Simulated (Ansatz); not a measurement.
Two structures of Si2N2H8, closed shell, reached by relaxing down either side of one saddle point (PBE0-D4/def2-TZVP). Energies are electronic, without zero-point energy. Ansatz 0.2.0; basis: def2-TZVPP and def2-QZVPP; cores frozen in the correlated methods. Extrapolation: Hartree–Fock as exp(−7.88 √X), correlation as X^−2.97. First:

Si1  (-0.109, 0.551, -0.297)
N2  (0.736, 1.591, 0.777)
N3  (0.997, 0.028, -1.499)
H4  (1.520, 0.698, -2.041)
H5  (-1.250, 1.400, -0.759)
Si6  (-0.976, -1.422, 0.647)
H7  (0.249, 2.343, 1.236)
H8  (1.511, 1.256, 1.325)
H9  (0.847, -0.828, -2.005)
H10  (-2.125, -1.111, 1.544)
H11  (0.059, -2.122, 1.461)
H12  (-1.458, -2.384, -0.388)
(Å)

Second:

```xyz
12
angstrom
Si -0.2672 0.2995 -0.7132
N 0.9152 1.3303 0.4313
N 0.8598 0.1037 -1.8580
H 1.6273 1.4744 -0.2949
H -1.3626 1.3341 -0.7674
Si -1.0166 -1.4340 0.7110
H 0.5664 2.2145 0.7884
H 1.3301 0.7959 1.1877
H 0.8439 -0.5833 -2.5929
H -2.0149 -0.9954 1.7323
H 0.1475 -2.0033 1.4557
H -1.6291 -2.5362 -0.0801
```

(1) Which bonds change from the first to the second?

(2) Give the saddle point's structure and its height above each. (To be estimated.)

No T1 diagnostic of these runs exceeds 0.017.

## Answers

(1) Si₂N₂H₈ ([NH2][SiH]([NH2])[SiH3]) → Si₂NH₅ ([NH][SiH][SiH3]) + NH₃ (still joined by a long Si–N bond); bonds formed: N2–H4; bonds broken: N3–H4; bonds weakened to dative contacts: Si1–N2.

(2) The calculation gives: 51.86 kcal/mol above the first and 5.93 kcal/mol above the second (CCSD(T) at an estimated basis limit (MP2 extrapolated from triple and quadruple zeta, plus CCSD(T) − MP2 in triple zeta)).
```json
{"atom": "Si1", "x (Å)": "-0.3145", "y (Å)": "0.3360", "z (Å)": "-0.5741"}
{"atom": "N2", "x (Å)": "0.9120", "y (Å)": "1.3431", "z (Å)": "0.4175"}
{"atom": "N3", "x (Å)": "0.9254", "y (Å)": "0.2023", "z (Å)": "-1.6553"}
{"atom": "H4", "x (Å)": "1.4883", "y (Å)": "1.0288", "z (Å)": "-0.5723"}
{"atom": "H5", "x (Å)": "-1.4765", "y (Å)": "1.2661", "z (Å)": "-0.7669"}
{"atom": "Si6", "x (Å)": "-1.0339", "y (Å)": "-1.4758", "z (Å)": "0.7470"}
{"atom": "H7", "x (Å)": "0.7375", "y (Å)": "2.3335", "z (Å)": "0.5386"}
{"atom": "H8", "x (Å)": "1.2936", "y (Å)": "0.9497", "z (Å)": "1.2690"}
{"atom": "H9", "x (Å)": "1.0227", "y (Å)": "-0.2950", "z (Å)": "-2.5226"}
{"atom": "H10", "x (Å)": "-2.0212", "y (Å)": "-1.0767", "z (Å)": "1.7919"}
{"atom": "H11", "x (Å)": "0.1353", "y (Å)": "-2.0952", "z (Å)": "1.4353"}
{"atom": "H12", "x (Å)": "-1.6688", "y (Å)": "-2.5164", "z (Å)": "-0.1082"}
```

Labels in which every atom is bracketed show which atoms are joined, not bond orders.

For scale, one of the runs: CCSD(T)/def2-TZVPP, 258 basis functions, launched by `ansatz run in.yaml --threads 4 --pin off --events-out ev --progress --plain --max-ram 9574MiB`. Hardware: 4 CPU threads of an Arm Neoverse V2, shared host. Wall time 2 min; peak host memory 5.6 GiB.
